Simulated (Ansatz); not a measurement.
C2H8AlClSi, SMILES `C[SiH](C)[AlH][Cl]`. The species carries charge 0 and has multiplicity 1. All single points use the PBE0-D4/def2-TZVP geometry. It is one conformer, not always the lowest.

```xyz
13

C    -1.000   -1.453    0.004
Si   -0.026    0.073    0.507
C     1.824   -0.219    0.317
Al   -0.788    2.049   -0.733
Cl   -2.679    1.917   -1.670
H    -2.074   -1.288    0.118
H    -0.718   -2.312    0.620
H    -0.812   -1.709   -1.041
H    -0.299    0.354    1.954
H     2.084   -0.438   -0.721
H     2.139   -1.069    0.929
H     2.400    0.654    0.632
H    -0.050    3.441   -0.917
```

Q: What is the dipole moment at B3LYP/def2-TZVPP? (Estimate.)

A: Ansatz gave: 2.11 D, with components (1.69, -1.11, 0.61) D in this frame, pointing from negative to positive charge.

Q: And with PBE, r2SCAN, ωB97M-V? (Best estimate.)

A: Computed: PBE 2.12 D, r2SCAN 2.14 D, ωB97M-V 2.10 D.

Q: Give the Mulliken charges with B3LYP, ωB97M-V, r2SCAN in def2-TZVPP. (Estimate.)

A: The calculation gave: 
```json
{"atom": "C1", "B3LYP": "-0.38", "ωB97M-V": "-0.44", "r2SCAN": "-0.30"}
{"atom": "Si2", "B3LYP": "0.20", "ωB97M-V": "0.14", "r2SCAN": "0.15"}
{"atom": "C3", "B3LYP": "-0.39", "ωB97M-V": "-0.45", "r2SCAN": "-0.30"}
{"atom": "Al4", "B3LYP": "0.46", "ωB97M-V": "0.42", "r2SCAN": "0.53"}
{"atom": "Cl5", "B3LYP": "-0.27", "ωB97M-V": "-0.25", "r2SCAN": "-0.28"}
{"atom": "H6", "B3LYP": "0.11", "ωB97M-V": "0.13", "r2SCAN": "0.08"}
{"atom": "H7", "B3LYP": "0.10", "ωB97M-V": "0.12", "r2SCAN": "0.08"}
{"atom": "H8", "B3LYP": "0.10", "ωB97M-V": "0.12", "r2SCAN": "0.07"}
{"atom": "H9", "B3LYP": "-0.09", "ωB97M-V": "-0.04", "r2SCAN": "-0.09"}
{"atom": "H10", "B3LYP": "0.10", "ωB97M-V": "0.12", "r2SCAN": "0.07"}
{"atom": "H11", "B3LYP": "0.10", "ωB97M-V": "0.12", "r2SCAN": "0.07"}
{"atom": "H12", "B3LYP": "0.10", "ωB97M-V": "0.12", "r2SCAN": "0.08"}
{"atom": "H13", "B3LYP": "-0.14", "ωB97M-V": "-0.11", "r2SCAN": "-0.16"}
```

B3LYP here is the variant with VWN-RPA as its local correlation; programs differ in this.
